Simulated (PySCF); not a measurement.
## Basis-set dependence of excited states

p-xylene, C8H10.
SMILES: `Cc1ccc(C)cc1`

TDDFT with PBE0 (PySCF), vertical singlets, core orbitals frozen in the response, spherical d and f functions. Geometry: PBE0-D3(BJ)/def2-SVP; no solvent, vibrations or thermal averaging.

Question: Compare 6-31G*, def2-SVP, 6-31+G*, def2-SVPD and aug-cc-pVDZ for this molecule.

Answer: 

| basis | functions | diffuse | S1 (eV) | S2 (eV) | S3 (eV) | S4 (eV) | S5 (eV) | LUMO (eV) | α (au) |
| --- | --- | --- | --- | --- | --- | --- | --- | --- | --- |
| 6-31G* | 132 | no | 5.40 | 6.10 | 7.08 | 7.13 | 7.77 | 0.31 | 79.7 |
| def2-SVP | 162 | no | 5.34 | 6.02 | 6.99 | 7.04 | 7.54 | 0.02 | 83.8 |
| 6-31+G* | 164 | yes | 5.25 | 5.85 | 6.09 | 6.41 | 6.54 | -0.12 | 91.0 |
| def2-SVPD | 240 | yes | 5.23 | 5.90 | 6.47 | 6.78 | 6.83 | -0.19 | 94.6 |
| aug-cc-pVDZ | 274 | yes | 5.18 | 5.73 | 5.77 | 6.04 | 6.21 | -0.22 | 97.1 |

States are compared by their number. Against the largest diffuse basis here (aug-cc-pVDZ, itself not a converged limit), sets without diffuse functions differ by up to 0.22 eV in S1 and 1.56 eV in S5; the smaller diffuse sets differ by up to 0.07 and 0.62 eV. State by state, the largest deviation of a set without diffuse functions is S1 0.22, S2 0.36, S3 1.31, S4 1.10, S5 1.56 eV. The same number needn't mean the same state in each row. Against aug-cc-pVDZ the polarisability deviates by -18% in 6-31G*, -14% in def2-SVP, -6% in 6-31+G*, -3% in def2-SVPD. A single + in a Pople set puts diffuse functions on heavy atoms only.
